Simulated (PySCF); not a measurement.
Si(Et)2(OH)(NH2), SMILES CC[Si](N)(O)CC, GFN2-xTB optimised geometry. Atoms within 1.6 Å of the plane z = 0.0 Å (x, y, z in Å): C1 (0.99, 0.15, 1.21), C2 (0.39, -0.56, 0.00), Si3 (-1.51, -0.56, 0.00), N4 (-2.05, -1.37, 1.43), O5 (-2.08, 0.99, 0.00), C6 (-2.21, -1.53, -1.49), H9 (2.08, 0.19, 1.15), H10 (0.61, 1.17, 1.28), H11 (0.76, -0.07, -0.91), H12 (0.77, -1.58, -0.03), H13 (-3.03, -1.58, 1.50), H15 (-1.87, 1.58, -0.72), H16 (-1.84, -2.55, -1.47), H17 (-3.30, -1.59, -1.39).

Calculation: PBE0/def2-SVP run with PySCF. Cells within 0.4 Å of a nucleus heavier than hydrogen are left out (blank, or x).

Map of the HOMO−1 amplitude (bohr^(-3/2)) on the plane z = 0.0 Å; orbital energy -7.38 eV, overall sign arbitrary:

```
|666666666666666666666666666|
|666666666666666666666666666|
|666666666666666666666666666|
|666666666666666666666666666|
|666666666666666666666666666|
|666666666666666666666666666|
|666555666666666666666666666|
|665555666666666666665556666|
|655555577766666666655555566|
|6555544x9876666666655555566|
|655543xxx876656666655555556|
|6555430x8765555666655555556|
|655554346654445666655555556|
|665555556543335777665555556|
|66666666xx4210xx87666555556|
|56666677xx4210xx97666655556|
|556667787643225887666665566|
|556666777654445777666666666|
|555666677655556776666666666|
|555566666655556666666666666|
|555566666655556666666666666|
|555556666655566666666666666|
|555555555555666666666666666|
|555555555555666666666666666|
|655555555556666666666666666|
|666655555566666666666666666|
|666666666666666666666666666|
```
Scale: ten equal steps from -0.208 (start of '0') to 0.138 (end of '9'), in the order '0123456789'; x runs from -4.50 to 4.50, y from -4.50 (bottom) to 4.50 (top).
